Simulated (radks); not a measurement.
Values are calculated unless marked as measured or tabulated.
Effect of the nuclear size on the lutetium ion Lu57+, [Ne] 3s2 3p2. Level of theory: Dirac Kohn-Sham, LDA (Slater exchange, Perdew-Wang correlation), spin-unpolarised, spherical densities, finite nucleus; open shells fill j = l - 1/2 first; Fermi nuclear charge, rms radius 5.37 fm (a radial shooting solver on a logarithmic mesh with Libxc functionals). The rms radius is varied about that value; shifts are against it.

rms radius (fm)	total energy shift (eV)	density at nucleus (e/bohr^3)	1s1/2 shift (meV)	2s1/2 shift (meV)	2p1/2 shift (meV)	3s1/2 shift (meV)	3p1/2 shift (meV)	4s1/2 (empty) shift (meV)
4.3229	-15.8	1.188e+06	-6450	-906	-5.16	-241	-2.80	-95.1
5.0908	-4.45	1.128e+06	-1810	-255	-1.47	-67.8	-0.793	-26.7
5.37	0	1.109e+06	0.000	0.000	0.000	0.000	0.000	0.000
5.5365	2.73	1.099e+06	1110	156	0.907	41.6	0.488	16.4
6.0896	12.2	1.066e+06	4970	698	4.09	186	2.19	73.3

Slopes of the eigenvalues against <r^2> in GHz/fm^2, as finite differences over the two radii next to the reference (eigenvalue slopes, not the field-shift constants of lines): 1s1/2 149000, 2s1/2 21000, 2p1/2 121, 3s1/2 5590, 3p1/2 65.4, 4s1/2 (empty) 2200.
